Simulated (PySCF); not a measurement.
Two species compared at the same levels of theory.

First species: C7H12BN.
Geometry (PBE0-D3(BJ)/def2-SVP, Å), atoms numbered from 1 in this order:
```xyz
21
C7H12BN angstrom
C      2.9971    2.7571   -0.6418
C      2.0227    1.6766   -0.6205
C      1.2132    0.7651   -0.6185
B      0.1990   -0.4336   -0.6097
C      0.6730   -1.7352    0.2405
C     -0.3128   -2.8951    0.2498
N     -1.1171    0.1009    0.0667
C     -2.0769    0.4596    0.5870
C     -3.2865    0.9198    1.2324
H      3.5167    2.8090   -1.6125
H      2.5173    3.7352   -0.4740
H      3.7657    2.6281    0.1378
H     -0.1844   -0.7385   -1.7392
H      1.6239   -2.0557   -0.2190
H      0.9322   -1.4424    1.2741
H     -1.2731   -2.6155    0.7187
H      0.0646   -3.7711    0.8032
H     -0.5465   -3.2270   -0.7750
H     -3.4005    2.0024    1.0774
H     -4.1578    0.4022    0.8057
H     -3.2385    0.7140    2.3113
```

Second species: C7H12BN.
Numbering: `[CH3:1][B:2]([CH3:3])[C:4]([C:5]#[N:6])=[C:7]([CH3:8])[CH3:9]` (hydrogens: H10, H11, H12 on C1; H13, H14, H15 on C3; H16, H17, H18 on C8; H19, H20, H21 on C9)

Levels: PBE0/def2-SVPD for dipole moment, HOMO energy, LUMO energy, HOMO–LUMO gap, static isotropic polarisability and electronic spatial extent ⟨r²⟩ about the centre of nuclear charge; TDDFT PBE0/def2-SVPD for lowest singlet excitation; TDA PBE0/def2-SVPD for lowest triplet excitation (Tamm–Dancoff); ΔSCF PBE0/def2-SVPD for vertical ionisation energy; PBE0-D3(BJ)/def2-SVP for rotational constant A and rotational constant C. Geometries: PBE0-D3(BJ)/def2-SVP. Each structure is a single optimised conformer of the isolated species, non-relativistic unless stated; the electronic structure was computed with PySCF and density fitting.

The conformers computed, where there is a choice (atom-mapped SMILES and torsion angles):
- `[CH3:1][C:2]#[C:3][B@@H-:4]([CH2:5][CH3:6])[N+:7]#[C:8][CH3:9]`: C3–B4–C5–C6 180°
- `[CH3:1][B:2]([CH3:3])[C:4]([C:5]#[N:6])=[C:7]([CH3:8])[CH3:9]`: C1–B2–C4–C5 142°

(1) Which of the two has the higher HOMO–LUMO gap, and by how much?

(2) Which of the two has the higher T1 energy, and by how much?

(3) Which of the two has the higher rotational constant A, and by how much?

(4) Which of the two has the higher dipole moment, and by how much?

(5) Which has the higher LUMO energy?

(6) Which of the two has the higher rotational constant C, and by how much?

(7) Which of the two has the higher vertical ionisation energy, and by how much?

(8) Which has the higher static isotropic polarisability?

Results:

(1) The second: 5.67 eV against 5.50 eV, a difference of 0.17 eV.

(2) The first: 4.35 eV against 3.24 eV, a difference of 1.11 eV.

(3) The second: 1.745 GHz against 1.670 GHz, a difference of 0.075 GHz.

(4) The first: 7.17 D against 4.81 D, a difference of 2.36 D.

(5) The first: -0.63 eV against -1.80 eV, a difference of 1.17 eV.

(6) The second: 0.855 GHz against 0.594 GHz, a difference of 0.261 GHz.

(7) The second: 9.21 eV against 7.94 eV, a difference of 1.27 eV.

(8) The first: 114.0 au against 106.3 au, a difference of 7.7 au.

On the first: The principal polarisabilities are 83.8, 115.2 and 143.0 au; their mean is the isotropic value. No computed singlet falls in the visible range (750 to 380 nm, 1.65 to 3.26 eV); S1 lies 1.19 eV above its blue end.

On the second: The polarisability is 15.75 Å³ as a volume (1 au = 0.148185 Å³), or 1.61 au for each of the 66 electrons.
